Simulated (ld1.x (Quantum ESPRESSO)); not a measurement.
## Configuration tests for rubidium (TM)

rubidium, norm-conserving Troullier–Martins (Kleinman–Bylander form), made with ld1.x (Quantum ESPRESSO) 7.5 (LDA (PZ), fully relativistic). Core [Ar] 3d10, reference 4s2 4p6 5s1 5p0. Waves: 4s (bound): rc 1.30 bohr; 4p (bound): rc 1.85 bohr; 4d channel at 0.3 Ry: rc 1.70 bohr. Local part: the d channel. Core correction: none.

Open shells are filled in proportion to 2j + 1 (rel_dist='average').

Occupied shells without a wave of their own: 5s. They enter only through the test configuration that unscreens the potential.

Energies are relative to the spin-unpolarised reference configuration 4s2 4p6 5s1 5p0; without spin polarisation the order of configurations can differ from experiment. The d channel is local and has no spin–orbit splitting in the pseudo-atom.

```json
{"valence configuration": "4s2 4p6 5s0 5p1", "charge": "0", "ΔE all-electron (eV)": "1.620", "error AE − PS (meV)": "+27"}
{"valence configuration": "4s1 4p6 5s1 5p0", "charge": "+1", "ΔE all-electron (eV)": "37.828", "error AE − PS (meV)": "-5.0"}
{"valence configuration": "4s2 4p5 5s1 5p0", "charge": "+1", "ΔE all-electron (eV)": "21.249", "error AE − PS (meV)": "-12"}
```

What are ΔE and the potential's error for 4s2 4p6 5s0.5 5p0?

ΔE = 1.659 eV all-electron; the error (AE − PS) is +16 meV.

What are ΔE and the potential's error for 4s2 4p6 5s0 5p0?

ΔE = 4.277 eV all-electron; the error (AE − PS) is +43 meV.

Levels in the configuration 4s1 4p6 5s1 5p0:

```tsv
level	all-electron (eV)	pseudo (eV)
4s j=1/2	-43.987	-43.994
4p j=1/2	-28.009	-28.029
4p j=3/2	-27.004	-27.024
5s j=1/2	-8.369	-8.297
```
